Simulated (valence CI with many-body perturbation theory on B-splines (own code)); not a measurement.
**E1 transitions of Er⁶¹⁺**

Calculated by valence CI with perturbative core correlation (CI+MBPT): five valence electrons over a frozen Dirac-Fock core [He], a basis of 9 s, 9 p, 8 d, 6 f, 3 g, 1 h functions for each j, with the one-electron correlation potential Σ1, the two-electron term Σ2, the three-electron term Σ3, Breit, model QED; selected CI, second order for the rest (own B-spline code, finite nucleus).

No measured spectrum was set against this ion. As an estimate, large intervals hold to a few tenths of a per cent, small ones and those within an open d or f shell to about a per cent. Among the levels kept, up to 1100 cm⁻¹ of a level comes from second order outside the variational space, and about a tenth of that is noise between levels of different J, which matters for small intervals.

Lines 201 to 250 of 256 in falling wavelength, among levels below 9188.9 eV, chosen from the strongest by gf and those to the six lowest levels. Wavelengths and rates use the calculated energies. Electric multipoles are in the length gauge, E1 and E2 with the static RPA response of the core. Weak lines are less certain than strong ones. Lines between different terms over intervals too small for the method are left out, as are lines whose strength nearly cancels. The highest levels of a list are the least certain.

Levels are named by their leading jj configuration (3d3/2^4 stands for four electrons in 3d with j = 3/2), which in mixed levels can hold well under half, so a name can repeat and another be missing. Letters in brackets count levels of one name in rising energy.

```
λ vac (nm)                               Upper                       Lower   A (s⁻¹)  log gf  Branch %
    0.1561  (2s^2 2p1/2 2p3/2 3d5/2) J=7/2 [a]  (2s^2 2p1/2 2p3/2^2) J=5/2  2.79e+13   -1.09      99.6
    0.1561  (2s^2 2p1/2 2p3/2 3d3/2) J=1/2 [b]  (2s^2 2p1/2 2p3/2^2) J=3/2  1.04e+14   -1.12       8.4
    0.1561  (2s^2 2p1/2 2p3/2 3d5/2) J=3/2 [b]  (2s^2 2p1/2 2p3/2^2) J=1/2  9.63e+14    0.15      87.7
    0.1560      (2s 2p1/2^2 2p3/2 3d5/2) J=5/2  (2s 2p1/2^2 2p3/2^2) J=5/2  7.77e+14    0.23      86.5
    0.1560      (2s^2 2p1/2 2p3/2 3d5/2) J=1/2  (2s^2 2p1/2 2p3/2^2) J=1/2  1.08e+15   -0.10      92.4
    0.1558  (2s^2 2p1/2 2p3/2 3d5/2) J=3/2 [a]  (2s^2 2p1/2 2p3/2^2) J=5/2  4.96e+13   -1.14       6.0
    0.1558  (2s^2 2p1/2 2p3/2 3d5/2) J=5/2 [a]  (2s^2 2p1/2 2p3/2^2) J=5/2  2.79e+14   -0.21      26.4
    0.1557          (2s^2 2p1/2^2 3d5/2) J=5/2  (2s^2 2p1/2^2 2p3/2) J=3/2  1.00e+15    0.34     100.0
    0.1554  (2s^2 2p1/2 2p3/2 3d5/2) J=5/2 [b]  (2s^2 2p1/2 2p3/2^2) J=5/2  5.53e+14    0.08      37.4
    0.1554  (2s^2 2p1/2 2p3/2 3d5/2) J=3/2 [a]  (2s^2 2p1/2 2p3/2^2) J=3/2  6.89e+14    0.00      83.4
    0.1553  (2s^2 2p1/2 2p3/2 3d5/2) J=5/2 [a]  (2s^2 2p1/2 2p3/2^2) J=3/2  7.59e+14    0.22      71.8
    0.1553  (2s^2 2p1/2 2p3/2 3d5/2) J=7/2 [b]  (2s^2 2p1/2 2p3/2^2) J=5/2  1.64e+15    0.68     100.0
    0.1552  (2s^2 2p1/2 2p3/2 3d5/2) J=3/2 [b]  (2s^2 2p1/2 2p3/2^2) J=5/2  1.20e+14   -0.76      10.9
    0.1550  (2s^2 2p1/2 2p3/2 3d5/2) J=5/2 [b]  (2s^2 2p1/2 2p3/2^2) J=3/2  9.14e+14    0.30      61.8
    0.1548  (2s 2p1/2^2 2p3/2 3p3/2) J=3/2 [a]  (2s^2 2p1/2 2p3/2^2) J=1/2  2.29e+12   -2.48       1.0
    0.1548  (2s^2 2p1/2 2p3/2 3d5/2) J=3/2 [b]  (2s^2 2p1/2 2p3/2^2) J=3/2  1.38e+13   -1.70       1.3
    0.1547      (2s^2 2p1/2 2p3/2 3d5/2) J=1/2  (2s^2 2p1/2 2p3/2^2) J=3/2  8.77e+13   -1.20       7.5
    0.1544  (2s 2p1/2^2 2p3/2 3p3/2) J=1/2 [a]  (2s^2 2p1/2 2p3/2^2) J=1/2  1.37e+11   -4.01       0.0
    0.1541      (2s 2p1/2^2 2p3/2 3p3/2) J=7/2  (2s^2 2p1/2 2p3/2^2) J=5/2  5.06e+12   -1.84      79.9
    0.1539  (2s 2p1/2^2 2p3/2 3p3/2) J=3/2 [a]  (2s^2 2p1/2 2p3/2^2) J=5/2  9.05e+11   -2.89       0.4
    0.1536  (2s 2p1/2^2 2p3/2 3p3/2) J=5/2 [a]  (2s^2 2p1/2 2p3/2^2) J=5/2  2.62e+12   -2.25       1.2
    0.1535  (2s 2p1/2^2 2p3/2 3p3/2) J=3/2 [a]  (2s^2 2p1/2 2p3/2^2) J=3/2  4.92e+12   -2.16       2.1
    0.1532  (2s 2p1/2^2 2p3/2 3p3/2) J=5/2 [a]  (2s^2 2p1/2 2p3/2^2) J=3/2  9.52e+12   -1.70       4.4
    0.1531  (2s 2p1/2^2 2p3/2 3p3/2) J=1/2 [a]  (2s^2 2p1/2 2p3/2^2) J=3/2  1.15e+11   -4.09       0.0
    0.1530  (2s 2p1/2^2 2p3/2 3p3/2) J=3/2 [b]  (2s^2 2p1/2 2p3/2^2) J=1/2  1.38e+12   -2.71       0.9
    0.1530  (2s 2p1/2^2 2p3/2 3p3/2) J=1/2 [b]  (2s^2 2p1/2 2p3/2^2) J=1/2  6.76e+12   -2.32      41.2
    0.1525  (2s 2p1/2^2 2p3/2 3p3/2) J=5/2 [b]  (2s^2 2p1/2 2p3/2^2) J=5/2  6.52e+11   -2.87       0.4
    0.1522  (2s 2p1/2^2 2p3/2 3p3/2) J=3/2 [b]  (2s^2 2p1/2 2p3/2^2) J=5/2  2.36e+11   -3.49       0.2
    0.1520  (2s 2p1/2^2 2p3/2 3p3/2) J=5/2 [b]  (2s^2 2p1/2 2p3/2^2) J=3/2  5.72e+12   -1.92       3.3
    0.1518  (2s 2p1/2^2 2p3/2 3p3/2) J=3/2 [b]  (2s^2 2p1/2 2p3/2^2) J=3/2  2.07e+12   -2.54       1.3
    0.1517  (2s 2p1/2^2 2p3/2 3p3/2) J=1/2 [b]  (2s^2 2p1/2 2p3/2^2) J=3/2  1.34e+12   -3.03       8.2
    0.1483     (2s^2 2p1/2 2p3/2 3s) J=3/2 [a]  (2s^2 2p1/2^2 2p3/2) J=3/2  2.03e+13   -1.57      20.7
    0.1481         (2s^2 2p1/2 2p3/2 3s) J=1/2  (2s^2 2p1/2^2 2p3/2) J=3/2  3.31e+13   -1.66      15.8
    0.1479         (2s^2 2p1/2 2p3/2 3s) J=5/2  (2s^2 2p1/2^2 2p3/2) J=3/2  3.15e+13   -1.21      29.4
    0.1478     (2s^2 2p1/2 2p3/2 3s) J=3/2 [b]  (2s^2 2p1/2^2 2p3/2) J=3/2  1.99e+13   -1.58      10.1
    0.1421  (2s 2p1/2^2 2p3/2 3p1/2) J=3/2 [a]  (2s^2 2p1/2^2 2p3/2) J=3/2  1.56e+14   -0.72      98.6
    0.1420      (2s 2p1/2^2 2p3/2 3p1/2) J=5/2  (2s^2 2p1/2^2 2p3/2) J=3/2  3.95e+14   -0.14      99.6
    0.1408      (2s 2p1/2^2 2p3/2 3p1/2) J=1/2  (2s^2 2p1/2^2 2p3/2) J=3/2  4.92e+14   -0.53      98.1
    0.1408  (2s 2p1/2^2 2p3/2 3p1/2) J=3/2 [b]  (2s^2 2p1/2^2 2p3/2) J=3/2  3.88e+14   -0.34      97.8
    0.1404  (2s^2 2p1/2 2p3/2 3d3/2) J=3/2 [a]  (2s^2 2p1/2^2 2p3/2) J=3/2  9.91e+13   -0.93      36.5
    0.1404  (2s^2 2p1/2 2p3/2 3d3/2) J=5/2 [a]  (2s^2 2p1/2^2 2p3/2) J=3/2  4.88e+13   -1.06      40.8
    0.1403  (2s^2 2p1/2 2p3/2 3d3/2) J=1/2 [a]  (2s^2 2p1/2^2 2p3/2) J=3/2  1.70e+13   -2.00      10.3
    0.1399  (2s^2 2p1/2 2p3/2 3d3/2) J=5/2 [b]  (2s^2 2p1/2^2 2p3/2) J=3/2  1.14e+15    0.30      98.1
    0.1398  (2s^2 2p1/2 2p3/2 3d3/2) J=3/2 [b]  (2s^2 2p1/2^2 2p3/2) J=3/2  9.57e+14    0.05      83.9
    0.1397  (2s^2 2p1/2 2p3/2 3d3/2) J=1/2 [b]  (2s^2 2p1/2^2 2p3/2) J=3/2  1.10e+15   -0.19      88.5
    0.1390  (2s^2 2p1/2 2p3/2 3d5/2) J=3/2 [a]  (2s^2 2p1/2^2 2p3/2) J=3/2  1.74e+13   -1.70       2.1
    0.1390  (2s^2 2p1/2 2p3/2 3d5/2) J=5/2 [a]  (2s^2 2p1/2^2 2p3/2) J=3/2  1.89e+13   -1.48       1.8
    0.1388  (2s^2 2p1/2 2p3/2 3d5/2) J=5/2 [b]  (2s^2 2p1/2^2 2p3/2) J=3/2  1.26e+13   -1.66       0.9
    0.1386  (2s^2 2p1/2 2p3/2 3d5/2) J=3/2 [b]  (2s^2 2p1/2^2 2p3/2) J=3/2  7.34e+11   -3.07       0.1
    0.1385      (2s^2 2p1/2 2p3/2 3d5/2) J=1/2  (2s^2 2p1/2^2 2p3/2) J=3/2  1.10e+12   -3.20       0.1
```
